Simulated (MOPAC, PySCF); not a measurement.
C$_{3}$H$_{6}$Si, SMILES `C#C[SiH2]C`, neutral singlet in the gas phase. 

Cartesian coordinates (Å):
SMILES: C(#C)[SiH2]C
```xyz
10

C      2.5645     0.0527     0.5627
C      1.4188     0.3489     0.2753
Si    -0.3143     0.7628    -0.1558
C     -1.3630    -0.7923    -0.2128
H      3.5744    -0.2046     0.8157
H     -0.3106     1.4508    -1.4834
H     -0.8330     1.7167     0.8722
H     -0.9754    -1.4926    -0.9655
H     -2.4026    -0.5448    -0.4713
H     -1.3587    -1.2975     0.7629
```
Charge 0, spin multiplicity 1.

All levels are single points at this geometry (PBE-D3(BJ)/def2-TZVP); Pople sets use spherical d functions. Orbital energies aren't observables, and empty levels follow the basis.

| level | HOMO (eV) | LUMO (eV) | gap (eV) | dipole (D) | vertical IE, Delta-SCF (eV) |
|---|---|---|---|---|---|
| PBE-D3(BJ)/def2-TZVP in PySCF | -6.89 | -1.02 | 5.87 | 0.81 | 9.96 |
| B3LYP/3-21G in PySCF | -7.60 | 0.46 | 8.07 | 0.77 | – |
| B3LYP/6-311+G** in PySCF | -7.87 | -0.48 | 7.38 | 0.72 | – |
| BP86/6-31G* in PySCF | -6.61 | -0.61 | 6.00 | 0.87 | – |
| M06-2X/6-31G* in PySCF | -9.02 | 1.28 | 10.30 | 0.75 | – |
| SVWN5/6-31G* in PySCF | -6.63 | -0.71 | 5.92 | 0.89 | – |
| HF/3-21G in PySCF | -10.70 | 4.20 | 14.90 | 0.74 | – |
| HF/6-31G* in PySCF | -10.56 | 3.92 | 14.48 | 0.76 | 9.12 |
| HF/STO-3G in PySCF | -8.54 | 10.25 | 18.79 | 0.60 | – |
| AM1 in MOPAC | -10.78 | 1.28 | 12.06 | 0.34 | – |
| PM3 in MOPAC | -10.22 | 0.62 | 10.84 | 0.69 | – |
| PM6 in MOPAC | -10.61 | 0.43 | 11.04 | 0.56 | – |
| PM7 in MOPAC | -10.97 | 1.17 | 12.14 | 0.77 | – |
